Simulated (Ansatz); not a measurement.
Input and output for `BC1(C)CO1`.

```yaml
crystal:
  periodic: [false, false, false]
  atoms:
    - {symbol: B, position_ang: [-0.883904, 1.311937, -0.155057]}
    - {symbol: C, position_ang: [0.130769, 0.161187, -0.135965]}
    - {symbol: C, position_ang: [0.998052, -0.167604, 1.045642]}
    - {symbol: C, position_ang: [-0.401519, -0.980041, -0.945920]}
    - {symbol: O, position_ang: [0.685085, -0.241635, -1.405448]}
    - {symbol: H, position_ang: [-1.339358, 1.724176, 0.872151]}
    - {symbol: H, position_ang: [-1.272354, 1.733592, -1.202647]}
    - {symbol: H, position_ang: [1.771749, 0.592923, 1.175232]}
    - {symbol: H, position_ang: [1.492412, -1.132298, 0.913301]}
    - {symbol: H, position_ang: [0.402875, -0.196454, 1.961128]}
    - {symbol: H, position_ang: [-0.188503, -1.977169, -0.563737]}
    - {symbol: H, position_ang: [-1.318404, -0.883912, -1.524576]}
basis:
  gaussian: {orbitals: cc-pVDZ}
magnetization: {spin_polarized: true, initial_magnetization: 2}
hamiltonian: {xc: {name: B97M-V}}
accuracy: high
```

```sh
$ ansatz run in.yaml --threads 4 --pin off --events-out ev --progress --plain --max-ram 10444MiB
```

Output, abridged:

```
Functional definition: B97M-V
2566 factors; integrals over basis functions are off by at most 3.5e-9 eV
mean field evaluation 1: about -5934.2869 eV, gradient 3.7e1 eV
mean field evaluation 2: about -5908.3756 eV, gradient 7.5e1 eV
mean field evaluation 4: about -5939.0277 eV, gradient 2.1e1 eV
mean field evaluation 8: about -5942.1537 eV, gradient 1.4e0 eV
mean field evaluation 16: about -5942.1679 eV, gradient 1.6e-2 eV
mean field evaluation 32: about -5942.1679 eV, gradient 8.3e-8 eV
mean field -5942.16794666 eV, -218.3706442936 hartree, gradient 8.3e-8 eV, S^2 2.006845; 7 other end points of the search recorded, 0 dependent functions left out
reference -5942.16795225 eV, -218.3706444992 hartree; 20, 18 occupied and 85, 87 virtual orbitals, 2566 factors
Total energy: -5942.16795225 eV, -218.3706444992 hartree
```

It took 33 s on 4 threads of an Arm Neoverse V2 on a shared host, with 1 GiB of host memory at the peak.
